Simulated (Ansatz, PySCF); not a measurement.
This singlet lies 3.05 eV below the relaxed triplet at the level composite: frozen-core CCSD(T) with HF/cc-pVQZ and the correlation energy extrapolated as X^-3 from cc-pVTZ and cc-pVQZ, plus CCSDT(Q) minus CCSD(T) in cc-pVDZ // PBE0-D3(BJ)/def2-TZVP (Ansatz, an electronic-structure program).

Cartesian coordinates (Å):
```xyz
4

O     -0.9302     0.3259     0.0272
Si     0.6224     0.8455     0.0294
F      1.4331    -0.5550    -0.0443
H     -1.1253    -0.6164    -0.0124
```
Charge 0, multiplicity 1.

Question: Estimate the HOMO, HOMO–LUMO gap and dipole moment that PBE0-D3(BJ)/def2-TZVP run with PySCF returns for this input.

Answer: 
```yaml
HOMO: -7.75 eV
HOMO–LUMO gap: 6.19 eV
dipole_moment: 1.01 D
```
